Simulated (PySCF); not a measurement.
Structure problem from calculated spectra and properties.

Formula: CH7FN2Si.

* Triplet: lowest triplet excitation (Tamm–Dancoff): 6.32 eV [TDA PBE0/def2-SVPD]
* XPS: Si2p3/2 107.7, C1s 291.8, N1s 404.7, N1s 404.8, F1s 691.7, Si1s 1847.8 eV [ΔSCF SCAN, pcX-2 on the ionised atom, pcseg-1 elsewhere, spin-free X2C, 2p3/2 from a spin–orbit splitting computed afterwards within the 2p shell]
* Valence photoelectron: vertical ionisation energy: 9.39 eV [ΔSCF PBE0/def2-SVPD]
* Rotational structure: rotational constants A, B, C: 6.392, 2.637, 2.058 GHz [PBE0-D3(BJ)/def2-SVP]
* 13C NMR: chemical shifts (computed TMS as zero) by class: 28.3 (1 C) ppm [GIAO PBE0/pcSseg-1]
* UV, strongest line: among the 10 lowest singlet transitions: S3 at 6.96 eV (178 nm, f = 0.049) [TDDFT PBE0/def2-SVPD]

Gas-phase values; electronic properties from PySCF, density fitting. Levels stand in brackets. Isolated species at its PBE0-D3(BJ)/def2-SVP geometry (one conformer only). NMR values are class means; diastereotopic atoms form classes of their own.

Question: Propose a structure and show how it fits.

Answer: Numbering: `[CH3:1][NH:2][Si@H:3]([NH2:4])[F:5]`. Its formula, CH7FN2Si, gives 0 degrees of unsaturation, so no ring and no π bond. The one carbon: N-methyl carbon [C1] (28.3 ppm). The core levels belong to: Si2p3/2 107.7 eV, fluorine-bound silicon [Si3]; C1s 291.8 eV, N-methyl carbon [C1]; N1s 404.7 eV, silicon-bound nitrogen [N2]; N1s 404.8 eV, silicon-bound nitrogen [N4]; F1s 691.7 eV, silicon-bound fluorine [F5]; Si1s 1847.8 eV, fluorine-bound silicon [Si3]. The first electron is taken from the HOMO, whose largest Löwdin shares are 0.59 on a silicon-bound nitrogen, 0.14 on the N-methyl carbon, 0.07 on the fluorine-bound silicon and 0.06 on a methyl hydrogen. The optimised geometry has point group C1 and is an asymmetric top. Structure: `CN[Si@H](N)F`. The assignments are read from this structure; whether some other isomer fits the data as well wasn't checked. The mirror image fits equally.

The values belong to the conformer `[CH3:1][NH:2][Si@H:3]([NH2:4])[F:5]`: C1–N2–Si3–N4 -156°, H–N4–Si3–N2 56°, H–N4–Si3–N2 -154°.
